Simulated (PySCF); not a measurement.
# How the method changes the constants of HgH

State: ²Σ⁺ (doublet), unpaired electrons σ ↑. Set-up: basis Hg def2-TZVP with ECP60, H def2-TZVP; scalar-relativistic core potentials; PySCF 2.14. De refers to Hg + H in their ground configurations, without counterpoise correction. The functionals are run spin-unrestricted. A positive dipole means Hg(−)H(+).

```csv
Level,Re (Å),ωe (cm⁻¹),De (eV),μ (D),"CPU s a point (SCF and correlation, without the integrals)"
UHF,1.774,1331,0.164,-0.50,0.14
UHF-MP2,1.724,1367,0.030,n/a,0.25
UHF-SCS-MP2,1.733,1368,0.045,n/a,n/a
UHF-CCSD,1.748,1358,0.295,n/a,n/a
UHF-CCSD(T),1.750,1345,0.295,n/a,12
PBE,1.790,1243,0.428,-0.21,0.55
r²SCAN,1.768,1308,0.62,-0.21,0.85
B3LYP,1.796,1224,0.447,-0.30,0.68
PBE0,1.765,1336,0.453,-0.26,0.81
B97-3,1.789,1243,0.333,-0.36,0.48
M06-2X,1.753,1366,0.438,-0.31,0.98
ωB97X,1.764,1371,0.440,-0.40,0.66
```

Task: Which functional lies closest to UHF-CCSD(T) in De, which farthest, and by how much do they differ from it?

Result: Closest is B97-3 (+3.9 pm in Re, -7.6 % in ωe, +0.04 eV in De against UHF-CCSD(T) in the same basis), farthest r²SCAN (+1.8 pm in Re, -2.8 % in ωe, +0.33 eV in De). CCSD(T) converges more slowly with the basis than the functionals do and binds too weakly in this one, so the order can change at the basis-set limit.

Task: What does a quarter of exact exchange do here, going from PBE to PBE0?

Result: PBE0 less PBE: -2.5 pm in Re, +7.5 % in ωe, +0.03 eV in De. Exact exchange removes part of the self-interaction that spreads semilocal densities, and in most molecules shortens and stiffens the bond and lowers De; here De goes the other way.

Task: What does the step from GGA to meta-GGA do here, going from PBE to r²SCAN?

Result: r²SCAN less PBE: -2.2 pm in Re, +5.2 % in ωe, +0.19 eV in De. 

Correlated steps freeze no core orbitals. Spin–orbit coupling is left out. The state was picked by a PBE0 search and need not be the measured ground state.

The whole job (state search and all levels along the bond) took about 2.9 min on 1 thread of Arm Neoverse V1 (shared host), peak memory 0.62 GiB.
